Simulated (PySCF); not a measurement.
Computed Raman spectrum (relative Raman activity) of a molecule C2H8AlN. Geometry optimised at PBE0-D3(BJ)/def2-SVP. Other conformers were not sampled. Method: PBE0-D3(BJ)/def2-SVP run with PySCF. Frequencies are harmonic and unscaled.

Lines under 2 % of the strongest are left out, and lines within 2 cm⁻¹ are merged.

ν (cm⁻¹): 276 (vw), 544 (vw), 647 (w), 771 (vw), 1038 (w), 1313 (w), 1428 (w), 1450 (w), 1455 (vw), 1501 (w), 1939 (s), 1947 (w), 2983 (w), 2989 (vs), 3041 (vs), 3050 (w), 3132 (m) (against the strongest line: vs over 80 %, s over 45 %, m over 15 %, w over 4 %, vw less)

**Question.** Identify the compound among the candidates.
A. C[NH][AlH][CH3]
B. C[CH2][AlH][NH2]
C. [CH3][Al]([CH3])[NH2]
D. C[N](C)[AlH2]

**Answer.** D, C[N](C)[AlH2]
